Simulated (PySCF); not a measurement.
Molecule: `C=C(F)C(=O)OCC`, C5H7FO2.

Geometry:
| atom | x (Å) | y (Å) | z (Å) |
| --- | --- | --- | --- |
| C1 | 3.267 | 0.198 | 0.195 |
| C2 | 2.015 | 0.463 | -0.167 |
| F3 | 1.717 | 1.372 | -1.087 |
| C4 | 0.844 | -0.243 | 0.437 |
| O5 | 0.947 | -1.097 | 1.279 |
| O6 | -0.305 | 0.190 | -0.066 |
| C7 | -1.486 | -0.425 | 0.451 |
| C8 | -2.671 | 0.178 | -0.254 |
| H9 | 3.438 | -0.562 | 0.957 |
| H10 | 4.107 | 0.726 | -0.259 |
| H11 | -1.416 | -1.513 | 0.296 |
| H12 | -1.521 | -0.262 | 1.541 |
| H13 | -2.718 | 1.264 | -0.086 |
| H14 | -2.615 | 0.000 | -1.338 |
| H15 | -3.601 | -0.271 | 0.123 |

Geometry PBE0-D3(BJ)/def2-SVP throughout; GIAO in PySCF 2.14.0 with density-fitted response routines, gas phase, one conformer, non-relativistic; equivalent atoms averaged; functional PBE0.

For orientation, def2-TZVP gives these absolute shieldings σ: C2 23.1, C4 21.9, C1 78.9, F3 297.3, O5 -65.9, O6 123.0, H10 26.27, H11/H12 27.50, H13/H14/H15 30.21 ppm.

A run gave: C2 38.2, C4 37.3, C1 90.4, F3 312.8, O5 -47.0, O6 147.8, H10 26.24, H11/H12 27.59, H13/H14/H15 30.15 ppm (absolute shieldings σ).

Which basis set was used in that run?
A. pcSseg-1
B. 6-31G
C. 6-31G*
D. def2-SVP

Results:

D. C2 tells them apart best: def2-SVP gives 38.2, 6-31G gives 46.1, pcSseg-1 gives 21.5, 6-31G* gives 45.0 ppm.
